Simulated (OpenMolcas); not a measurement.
**Exact exchange and the vertical ionisation energy of CH6NPSi**

CH6NPSi has 10 atoms, charge 0, and is taken as a singlet. As SMILES, `C1NP[SiH2]1`. The coordinates come from a PBE0-D4/def2-TZVP relaxation.

The vertical ionisation energy (to the doublet cation) y, in eV, basis def2-SVP; a is the functional's share of exact exchange. Programs: OpenMolcas 26.06.

| functional | program | a | y (eV) |
| --- | --- | --- | --- |
| revPBE | OpenMolcas | 0 | 8.35 |
| BLYP | OpenMolcas | 0 | 8.22 |
| B3LYP | OpenMolcas | 0.2 | ? |
| PBE0 | OpenMolcas | 0.25 | 8.62 |
| BHLYP | OpenMolcas | 0.5 | 8.67 |

Task: Fit y = c + s·a to the known rows and predict B3LYP.

Result: 
1. Means of the 4 rows: a = 0.1875, y = 8.465.
2. Σ(Δa)² = 0.17188, Σ(Δa·Δy) = 0.14125, so the slope is 0.14125/0.17188 = 0.82179.
3. Intercept: 8.465 − (0.82179) × 0.1875 = 8.311. The largest residual of the fit is 0.10.
4. B3LYP: 8.311 + (0.82179) × 0.2 = 8.48 eV.

The run gave 8.59 eV, so the prediction is off by -0.11 eV, about the largest residual. The rows mix families of semi-local functionals, which the line can't see.
